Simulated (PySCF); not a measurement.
## Trend along the second period: MH cations

PBE0 with triple-zeta basis sets in PySCF, for the lowest determinant that a PBE0 search found; no spin–orbit coupling. De refers to high-spin ground-configuration atoms (the charge goes to the atom of lower measured ionisation energy or higher electron affinity, which is not always the lowest computed limit). A positive dipole points towards H; it is taken about the centre of mass and depends on that origin.

| M | basis | charged atom | state (unpaired electrons) | Re (Å) | ωe (cm⁻¹) | De (eV) | μ (D) |
| --- | --- | --- | --- | --- | --- | --- | --- |
| Li | cc-pVTZ | Li+ | doublet (σ ↑) | 2.216 | 449 | 0.16 | -0.65 |
| Be | pcseg-2 | Be+ | singlet (closed shell) | 1.322 | 2211 | 2.95 | -2.93 |
| B | def2-TZVPPD | B+ | doublet (σ ↑) | 1.208 | 2531 | 2.62 | 0.39 |
| C | def2-TZVPPD | C+ | singlet (closed shell) | 1.140 | 2803 | 4.11 | 1.80 |
| N | def2-TZVPPD | H+ | quartet (σ ↑, π ↑↑) | 1.098 | 2647 | 3.73 | 1.73 |
| O | def2-TZVPPD | H+ | triplet (π ↑↑) | 1.032 | 3105 | 5.21 | 2.27 |
| F | def2-TZVPPD | H+ | doublet (π ↑) | 1.007 | 3052 | 3.64 | 2.57 |

The shortest bond is that of HF⁺ (1.007 Å), the longest that of LiH⁺ (2.216 Å). OH⁺ is bound most strongly (5.21 eV) and LiH⁺ least (0.16 eV).

The rows differ in basis set, which adds steps of its own.

The state changes along the series, so neighbouring rows are not always alike in their bonding.

Weak bonds: LiH⁺. Basis-set superposition, not corrected here, can be much of De in a small basis, most of all at correlated wavefunction levels. For an ion De counts to the pair picked by the measured ionisation energies or electron affinities, which need not be the lowest pair at this level. States were picked by a PBE0 search and need not be the measured ground states.
